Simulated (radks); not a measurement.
Values are calculated unless marked as measured or tabulated.
Problem. The gadolinium ion Gd53+, [Ne] 3s1. Code: a radial shooting solver on a logarithmic mesh with Libxc functionals. Model: non-relativistic Kohn-Sham, exchange-only PBE, spin-polarised, spherical densities, point nucleus. Every spin shell is full or empty, so the densities are truly spherical. Functionals are evaluated on that one density, not self-consistently. Rank these exchange functionals by their error against the exact value of the orbitals, and give that value: LDA, PBEsol, RPBE, PW86, WC, AM05, G96, EV93, APBE, TPSS, Tao-Mo.

Solution. Exact: -109.791 hartree. From best to worst, with 100 (|E| - |E exact|)/|E exact| (equal figures are ties): G96 +0.02, PW86 +0.05, TPSS -0.08, APBE +0.25, RPBE -0.26, Tao-Mo -0.59, EV93 +0.79, WC -1.74, PBEsol -3.57, AM05 -6.81, LDA -7.83.
